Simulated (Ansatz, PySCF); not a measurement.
Species: sum formula SnOBr, net charge 0, doublet state. It need not be the lowest isomer of its formula. 
Geometry from a B3LYP-D3(BJ)/def2-TZVP (Ansatz, an electronic-structure program) optimisation:
SMILES: [O]=[Sn][Br]
```xyz
3

Sn    -0.6358     0.4728    -0.5405
O     -1.6875    -1.2080    -0.4419
Br     1.2941    -0.3993     0.8732
```
Charge 0, spin multiplicity 2.

Total electronic energies in hartree. Correlated levels leave the core frozen unless marked. Open shells are spin-unrestricted. Spin-orbit coupling is left out. The frozen core is the preceding noble-gas configuration, with the filled d and f shells of earlier blocks. In def2 rows, elements after Kr have scalar-relativistic effective core potentials. Basis-set limits of correlation are two-point, X^-3; Hartree-Fock from the larger set. [CCSD(T)-MP2]/basis is that difference in the basis named.

```
level                                                                 program  energy (Eh)
-------------------------------------------------------------  --------------  -----------
HF/def2-TZVPD                                                           PySCF  -2860.70278
HF/def2-QZVPPD                                                         Ansatz  -2860.75673
HF-D4/def2-TZVPD                                                PySCF + dftd4  -2860.71244
RI-HF/def2-QZVPP                                                       Ansatz  -2860.75645
BLYP-D4/def2-TZVPD                                             Ansatz + dftd4  -2863.71218
revPBE-D4/def2-TZVPD                                           Ansatz + dftd4          [?]
PBE0/def2-QZVPP                                                        Ansatz          [?]
r2SCAN0-D4/def2-TZVPD                                          Ansatz + dftd4  -2863.71066
LC-wPBE-D3(BJ)/def2-TZVPD                                      Ansatz + dftd3  -2863.34099
wB97M-V/def2-TZVPD                                                     Ansatz          [?]
B2PLYP-D4/def2-TZVPD                                           Ansatz + dftd4  -2862.98323
RI-MP2/def2-TZVPPD                                                     Ansatz  -2861.12832
CCSD(T)/def2-SVPD                                                      Ansatz  -2860.67172
CCSD(T)/def2-TZVPPD                                                    Ansatz  -2861.18000
RI-MP2/CBS(def2-TZVPPD,def2-QZVPPD)+[CCSD(T)-MP2]/def2-TZVPPD          Ansatz   -2861.3031
```

### Question
Some entries are withheld; supply them.

### Answer

- revPBE-D4/def2-TZVPD, energy (Eh): -2863.53879
- PBE0/def2-QZVPP, energy (Eh): -2863.40740
- wB97M-V/def2-TZVPD, energy (Eh): -2863.51136
